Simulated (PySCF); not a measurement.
# Reading the logs of faulty runs: BCH5NSi

These are calculations, not measurements. The program is PySCF 2.14.0, an open-source quantum chemistry code, run on an isolated molecule that a program drew, which may never have been made. The molecule is BCH5NSi (charge 0, doublet), drawn as the SMILES string `[BH]C[SiH]=N`.

Each row is a Hartree-Fock (HF) and frozen-core CCSD(T) single point in the cc-pV(D+d)Z basis, meant for a local HF minimum. Run 1 is clean. Each other run has one planted mistake out of seven kinds, and not every kind appears here: one electron removed, one electron added, multiplicity raised by two, geometry at a saddle point, minimal basis STO-3G, one bond length entered in bohr, all coordinates scaled. The reference is restricted for singlets and unrestricted otherwise, and also for a bond in bohr. Adding or removing an electron swaps singlet and doublet. Electrons count all cores. HOMO and LUMO are orbital energies over both spins, the gradient is its largest component, and the lowest frequency (negative if imaginary) is given only where the gradient is small. Bond lengths are over the 8 bonds as drawn. T1 is the CCSD diagnostic: over 0.02 (restricted) or 0.045 (unrestricted) a single reference is doubtful.

Geometry of the clean run:
```xyz
9
BCH5NSi, angstrom
B    -2.0725   -3.1508    0.4964
C    -0.7237   -2.4699    0.8736
Si    0.4960   -2.4898   -0.5383
N     0.8667   -1.1687   -1.3048
H    -2.2372   -4.3126    0.2478
H    -0.2455   -3.0716    1.6617
H    -0.8257   -1.4362    1.2066
H     1.0079   -3.8553   -0.7882
H     1.5276   -1.1367   -2.0591
```

```
run  electrons  basis functions  <S^2>  HOMO (eV)  LUMO (eV)  gradient (hartree/bohr)  lowest frequency (cm^-1)  mean bond (Å)  longest bond (Å)      T1  HF (hartree)  CCSD(T) (hartree)                          mistake
  1         37               90  0.754      -9.16       1.48                  4.6e-05                        60         1.3586             1.866  0.0178    -408.75282         -409.27848                         no fault
  2         38               90  0.000       0.36       6.83                  5.4e-02                         -         1.3586             1.866  0.0325    -408.69132         -409.25806               one electron added
  3         37               90  2.380      -8.46       1.17                  1.8e-02                         -         1.5334             2.970  0.0442    -408.61548         -409.09061  one bond length entered in bohr
  4         36               90  0.000     -14.31      -6.68                  9.0e-02                         -         1.3586             1.866  0.0236    -408.46065         -408.98507             one electron removed
  5         37               90  3.781      -6.05       0.22                  1.5e-01                         -         1.3586             1.866  0.0201    -408.65530         -409.13794                                ?
  6         37               29  1.178      -6.04       6.67                  8.2e-02                         -         1.3586             1.866  0.0588    -403.86747         -404.09734                                ?
```

**Which mistake was planted in run 5, and what did it cost?**

Electrons, basis and geometry are unchanged, and <S^2> is 3.781, beside S(S+1) = 3.75 for a multiplicity of 4. So the mistake is: multiplicity raised by two. Subtracting run 1 and multiplying by 627.51 kcal/mol a hartree, the energy moved by 61.2 kcal/mol in HF and 88.2 kcal/mol in CCSD(T).

**Which mistake was planted in run 6, and what did it cost?**

It has 29 basis functions where the clean run has 90, with the same electrons and geometry. So the mistake is: minimal basis STO-3G. Subtracting run 1 and multiplying by 627.51 kcal/mol a hartree, the energy moved by 3065.6 kcal/mol in HF and 3251.2 kcal/mol in CCSD(T).

Cautions from the logs. Run 2: T1 is over the limit, so its CCSD(T) energy is less reliable and the HOMO is above zero, so the electron isn't bound and the energy depends on the basis; run 4: T1 is over the limit, so its CCSD(T) energy is less reliable; run 6: T1 is over the limit, so its CCSD(T) energy is less reliable.
